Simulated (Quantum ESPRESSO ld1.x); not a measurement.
Task: The gold ion Au48+, 31 electrons, occupied as [Ar] 3d10 4s2 4p1. Method: Dirac Kohn-Sham, PBE, spin-unpolarised, spherical densities, point nucleus; open shells fill j = l - 1/2 first; computed with ld1.x of Quantum ESPRESSO 7.5.

Spin-orbit splittings of the eigenvalues, e(l+1/2) - e(l-1/2), with zeta = 2 splitting/(2l+1) and mean radii in bohr:

shell  occ.  splitting (eV)  zeta (eV)  <r> j=l-1/2  <r> j=l+1/2
2p        6            1843       1229      0.05787      0.06638
3p        6           423.8      282.5       0.1702       0.1848
3d       10               ?          ?       0.1603       0.1647
4p        1           143.3      95.50       0.3533       0.3738

Estimate the 3d splitting.

Result: 92.49 eV (zeta = 37.00 eV).
